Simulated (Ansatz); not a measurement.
Gas-phase electronic energies from Ansatz, PBE0-D4/def2-TZVP geometries. CCSD(T)/CBS is the MP2 limit (def2-TZVPP, def2-QZVPP) plus CCSD(T) − MP2 in def2-TZVPP, frozen cores. Functionals use def2-TZVPP. B3LYP here is the variant with VWN-RPA as its local correlation; programs differ in this. Elements past krypton have def2 core potentials. For Cd, Sn outer-core shells are correlated without core-valence functions, which leaves a few kJ/mol of doubt a bond. One conformer a species, not always the lowest.

Reaction (formal exchange of groups at a C–C bond): `C[CH2][Cd][CH2]C` + `[SiH3][NH][SnH3]` → `C[SiH2][NH][SnH3]` + `C[CH2][Cd][CH3]`

Is it downhill or uphill in electronic energy at CCSD(T)/CBS, and by how much? (Estimate.)

Computed: Downhill: ΔE = -66.3 kJ/mol.

What do these levels give: B3LYP, HF/def2-TZVPP, HF/def2-QZVPP, MP2/def2-QZVPP, SCS-MP2/def2-QZVPP, MP2/CBS(def2)? (Best estimate.)

Ansatz gave: B3LYP -61.1, HF/def2-TZVPP -59.1, HF/def2-QZVPP -59.2, MP2/def2-QZVPP -67.3, SCS-MP2/def2-QZVPP -62.9, MP2/CBS(def2) -68.4 kJ/mol.

Largest T1 diagnostic among the species: 0.012.

In def2-TZVPP, CCSD(T) changes the Hartree–Fock value by −4.4 kJ/mol (the triples alone add −0.3 kJ/mol) and MP2 by −6.6 kJ/mol. The D4 term adds −3.8 kJ/mol with B3LYP and −2.2 kJ/mol with PBE0; it sums over pairs of atoms, weighted by their polarisabilities, and B3LYP, whose exchange is more repulsive, gets the larger term.
